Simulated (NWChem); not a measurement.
Species: K, doublet

Computed with NWChem. Spin-unrestricted. Medium grid unless said otherwise, to which SCAN and Minnesota functionals are sensitive. No stability test was run on the SCF state. B3LYP is NWChem's, with the RPA form of VWN correlation. Total energies of different functionals are on different scales.

| level | energy (Ha) | highest occupied level (eV) | lowest empty minus highest occupied level, either spin (eV) | <S²> |
|---|---|---|---|---|
| B3LYP/def2-SVP | -599.8473 | -2.92 | 1.28 | 0.750 |
| PBE/def2-SVP | -599.6127 | -2.56 | 1.13 | 0.750 |
| B97-2/def2-SVP | -599.8878 | -2.68 | 2.46 | 0.750 |
| B97-D/def2-SVP | -599.8905 | -2.26 | 1.67 | 0.750 |
| MN15/def2-SVP | -599.7375 | -3.04 | 3.37 | 0.750 |
| CAM-B3LYP/def2-SVP | -599.8528 | -3.68 | 2.64 | 0.750 |
| r2SCAN0/def2-SVP | -599.7977 | -3.01 | 1.42 | 0.750 |
| LC-BLYP (range parameter 0.33 per bohr)/def2-SVP | -599.5746 | -4.28 | 3.74 | 0.750 |
